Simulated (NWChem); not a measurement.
System: CH$_{4}$F$_{2}$OSi; SMILES O[SiH2]C(F)F

```xyz
9

O      0.4534     2.0894     0.2247
Si    -0.5909     0.8412    -0.1884
C      0.1064    -0.8554     0.4087
F     -0.7592    -1.8539     0.0219
F      1.3227    -1.0663    -0.2165
H      1.3232     2.0609    -0.2111
H     -0.7850     0.6936    -1.6727
H     -1.8797     1.1238     0.5158
H      0.2756    -0.9553     1.5081
```
Atoms are numbered in this order, from 1.

Program: NWChem. Coordinates come from a PBE-D3(BJ)/def2-SVP optimisation.

For level TPSSh/def2-TZVP:

highest occupied level (eV): -7.69
orbital gap (eV): 7.16

**Question.** Estimate the same quantities for level B3LYP/def2-TZVP.

**Answer.** highest occupied level (eV): -8.30
orbital gap (eV): 7.81
